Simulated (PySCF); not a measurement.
Species: C₆H₇Cl.
Numbering: `[Cl:1][C@@H:2]1[C@@H:3]2[CH:4]=[CH:5][CH2:6][C@H:7]12` (hydrogens: H8 on C2; H9 on C3; H10 on C4; H11 on C5; H12, H13 on C6; H14 on C7)

Computed geometry: GFN2-xTB, gas phase.

Task: Give the optimised bond lengths and angles.

Result: 
```json
{"bond": "Cl1–C2", "length (pm)": "175.4"}
{"bond": "C2–C3", "length (pm)": "150.7"}
{"bond": "C3–C4", "length (pm)": "148.0"}
{"bond": "C4=C5", "length (pm)": "132.6"}
{"bond": "C5–C6", "length (pm)": "150.2"}
{"bond": "C6–C7", "length (pm)": "151.7"}
{"bond": "C2–C7", "length (pm)": "149.6"}
{"bond": "C3–C7", "length (pm)": "151.6"}
{"bond": "C2–H8", "length (pm)": "108.2"}
{"bond": "C3–H9", "length (pm)": "108.0"}
{"bond": "C4–H10", "length (pm)": "107.5"}
{"bond": "C5–H11", "length (pm)": "107.6"}
{"bond": "C6–H12", "length (pm)": "109.2"}
{"bond": "C6–H13", "length (pm)": "109.3"}
{"bond": "C7–H14", "length (pm)": "108.0"}
```

A selection of angles:
```json
{"angle": "Cl1–C2–C3", "degrees": "120.7"}
{"angle": "Cl1–C2–C7", "degrees": "120.4"}
{"angle": "Cl1–C2–H8", "degrees": "110.5"}
{"angle": "C3–C2–C7", "degrees": "60.7"}
{"angle": "C3–C2–H8", "degrees": "118.2"}
{"angle": "C7–C2–H8", "degrees": "118.5"}
{"angle": "C2–C3–C4", "degrees": "115.6"}
{"angle": "C2–C3–C7", "degrees": "59.3"}
{"angle": "C2–C3–H9", "degrees": "118.3"}
{"angle": "C4–C3–C7", "degrees": "105.3"}
{"angle": "C4–C3–H9", "degrees": "119.6"}
{"angle": "C7–C3–H9", "degrees": "124.3"}
{"angle": "C3–C4–C5", "degrees": "111.4"}
{"angle": "C3–C4–H10", "degrees": "121.9"}
{"angle": "C5–C4–H10", "degrees": "126.8"}
{"angle": "C4–C5–C6", "degrees": "112.5"}
{"angle": "C4–C5–H11", "degrees": "126.2"}
{"angle": "C6–C5–H11", "degrees": "121.3"}
{"angle": "C5–C6–C7", "degrees": "103.7"}
{"angle": "C5–C6–H12", "degrees": "111.2"}
{"angle": "C5–C6–H13", "degrees": "111.1"}
{"angle": "C7–C6–H12", "degrees": "111.4"}
{"angle": "C7–C6–H13", "degrees": "111.7"}
{"angle": "H12–C6–H13", "degrees": "107.8"}
{"angle": "C6–C7–H14", "degrees": "118.4"}
{"angle": "C2–C7–C6", "degrees": "116.8"}
{"angle": "C2–C7–C3", "degrees": "60.0"}
{"angle": "C2–C7–H14", "degrees": "118.3"}
{"angle": "C3–C7–C6", "degrees": "107.1"}
{"angle": "C3–C7–H14", "degrees": "122.9"}
```

Torsions: Cl1–C2–C3–C4 -17° (synperiplanar); C2–C3–C4–C5 -62° (synclinal); C3–C4–C5–C6 -2° (synperiplanar); C4–C5–C6–C7 2° (synperiplanar); C5–C6–C7–C2 63° (synclinal); Cl1–C2–C7–C6 15° (synperiplanar); C2–C3–C7–C6 111° (anticlinal).

The C–C distances run from 1.326 Å (C4=C5, drawn double) to 1.517 Å (C6–C7, drawn single), a spread of 0.191 Å. Of the pairs four or more bonds apart, Cl1···C5 is among the closest relative to their van der Waals radii: 3.18 Å, 92 % of the sum of Bondi's values. The 3-membered ring C2–C3–C7 has internal angles of 59.3° to 60.7°. The 5-membered ring C3–C4–C5–C6–C7 has internal angles of 103.7° to 112.5° (sum 540°, against 540° for a flat polygon); it is planar, 0.01 Å rms from its mean plane, widest ring torsion 2°.

Stationary, but not proved a minimum.
